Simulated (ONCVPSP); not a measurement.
An all-electron radial function and its pseudo partner (zinc (Zn))

Columns: radius, all-electron u(r) and pseudo u(r) of the 3p shell (level -83.40 eV) of zinc in the configuration [Ne] 3s2 3p6 3d10 4s2; PBE, scalar-relativistic, ONCV scheme, ONCVPSP 4.0.1.

```tsv
r (bohr)	all-electron	pseudo
0.050	-0.3581	0.0201
0.100	-0.6510	0.0805
0.150	-0.6157	0.1798
0.200	-0.3538	0.3145
0.250	0.0037	0.4767
0.300	0.3641	0.6539
0.350	0.6776	0.8305
0.400	0.9228	0.9900
0.450	1.0981	1.1198
0.500	1.2079	1.2107
0.550	1.2637	1.2612
0.600	1.2766	1.2743
0.650	1.2568	1.2557
0.700	1.2140	1.2137
0.750	1.1555	1.1555
0.800	1.0873	1.0873
0.850	1.0137	1.0137
0.900	0.9381	0.9381
0.950	0.8629	0.8629
1.000	0.7897	0.7898
1.050	0.7198	0.7198
1.100	0.6537	0.6538
1.150	0.5920	0.5920
1.200	0.5348	0.5348
1.250	0.4820	0.4820
1.300	0.4336	0.4336
```

Problem. How many radial nodes do the two functions have?

Solution. The all-electron 3p function has n − l − 1 = 1; the pseudo-wave has 0, since the states of the same l below it are removed with the core.

Problem. At about which radius was the pseudo-wave matched?

Solution. 0.80 bohr. The columns agree to 0.0005 from 0.70 bohr on; several derivatives are matched, so the curves merge somewhat inside the radius.

Problem. Is the pseudo-wave norm-conserving?

Solution. Yes: the ONCV scheme keeps the norm inside the radius equal to the all-electron one, which fixes the energy derivative of the logarithmic derivative at the level.
